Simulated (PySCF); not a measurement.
# Electric field gradients and quadrupole coupling constants

Compound: C₅H₈OSi₂.
Geometry (GFN2-xTB, Å), atoms numbered from 1 in this order:
```xyz
16
C5H8OSi2 angstrom
C     -3.3153    0.6198   -1.5544
C     -2.2955    0.4227   -0.9550
C     -1.0646    0.1936   -0.2607
Si     0.5245    0.3169   -1.2870
O      1.7614    0.0774   -0.2658
Si     2.7097    0.1359    1.0424
C     -1.1119   -0.7307    0.9490
C     -1.0331    0.5294    1.2256
H     -4.2101    0.7936   -2.0741
H      0.6341   -0.7610   -2.2676
H      0.6786    1.6501   -1.8671
H      1.9892   -0.4897    2.1516
H      2.9936    1.5422    1.3253
H      3.9077   -0.6085    0.6657
H     -1.1817   -1.7482    1.2426
H     -0.9942    1.3330    1.9180
```

Field gradients from the PBE0/pcSseg-1 density (PySCF, non-relativistic), principal values in atomic units, ordered |Vxx| ≤ |Vyy| ≤ |Vzz|:

```csv
atom,Vxx,Vyy,Vzz
O5,-0.5323,-0.5952,1.1274
```

Q: Find the asymmetry η = (Vxx − Vyy)/Vzz and the couplings χ = eQV/h (234.96 MHz × Q in barn × V in au), with Q(17O) = −0.0256 b.

A: 
```json
{"atom": "O5", "environment": "siloxane oxygen", "nucleus": "17O", "η": "0.06", "χzz (MHz)": "-6.78", "χxx (MHz)": "3.20", "χyy (MHz)": "3.58"}
```

The tensor is traceless: Vxx + Vyy + Vzz = 0.

Q: What is Vzz at O5 in SI units (1 au = 9.71736 × 10²¹ V/m²)?

A: 1.1274 au = 10.956 × 10²¹ V/m².

Q: And the gradient at the other heavy atoms, for which no coupling is worked out here?

A: 
```
atom                  environment  Vzz (au)     η
  C1       terminal alkyne carbon    -0.263  0.17
  C2                alkyne carbon    -0.322  0.03
  C3  sp3 carbon bound to silicon     0.270  0.03
 Si4         oxygen-bound silicon     0.583  0.32
 Si6         oxygen-bound silicon     0.577  0.06
  C7             alkene CH carbon    -0.315  0.51
  C8             alkene CH carbon    -0.310  0.46
```

Were the hydrogens deuterons (Q(2H) = 0.00286 b), χzz would run from 108 kHz (H12, H13, H11 and H10) to 267 kHz (H9).

One conformer (not necessarily the lowest) at the GFN2-xTB geometry, without solvent, vibrations or thermal averaging. GFN2-xTB frequencies show an imaginary mode (27i cm⁻¹), so this geometry is no minimum at that level. GFN2-xTB bond lengths can be off by several hundredths of an ångström, more for odd bonds, and the gradients follow them. These gradients aren't converged with respect to the basis.

These values come from a run that also computed NMR shieldings. Hardware: one thread of an Intel Xeon at 2.70 GHz, on a shared host. Cost: 1.9 min (with the writing of density and orbital grids), 0.84 GiB resident at most.
